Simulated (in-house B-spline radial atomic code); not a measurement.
How G0W0 and RPA depend on the start: the cobalt ion Co¹⁷⁺

Configuration [He] 2s2 2p6. Computed with an all-electron radial atomic-structure program (B-spline basis): all electrons, scalar-relativistic (spin-free one-electron X2C), finite nucleus, each spin shell either full or empty, empty states to l = 9 with an (l + 1/2)⁻⁴ tail; G0W0 by contour deformation at full frequency.

```json
{"start": "Hartree-Fock", "mean-field 2p (eV)": "-1404.74", "G0W0 (eV)": "-1403.22", "QP weight": "0.995", "RPA correlation (Eh)": "-0.61746"}
{"start": "PBE", "mean-field 2p (eV)": "-1353.58", "G0W0 (eV)": "?", "QP weight": "?", "RPA correlation (Eh)": "?"}
{"start": "PBE0", "mean-field 2p (eV)": "-1366.79", "G0W0 (eV)": "?", "QP weight": "?", "RPA correlation (Eh)": "?"}
{"start": "wB97X", "mean-field 2p (eV)": "-1365.95", "G0W0 (eV)": "-1402.82", "QP weight": "0.995", "RPA correlation (Eh)": "-0.63801"}
{"start": "HSE06", "mean-field 2p (eV)": "-1366.16", "G0W0 (eV)": "-1403.12", "QP weight": "0.995", "RPA correlation (Eh)": "-0.63788"}
```

Task: What G0W0 level, weight and RPA correlation energy follow from the PBE0 start?

Result: G0W0 level -1403.10 eV, weight 0.995, RPA correlation -0.63769 hartree.

Task: What G0W0 level, weight and RPA correlation energy follow from the PBE start?

Result: G0W0 level -1403.05 eV, weight 0.994, RPA correlation -0.64486 hartree.

Task: How much of the dependence on the start does G0W0 remove?

Result: The mean-field levels span 51.2 eV and the G0W0 levels 0.397 eV. Against 1397.2 ± 0.5 eV (NIST, measured) the G0W0 removal energies are off by +5.62 to +6.02 eV, with spin-orbit coupling, Breit and QED terms left out.
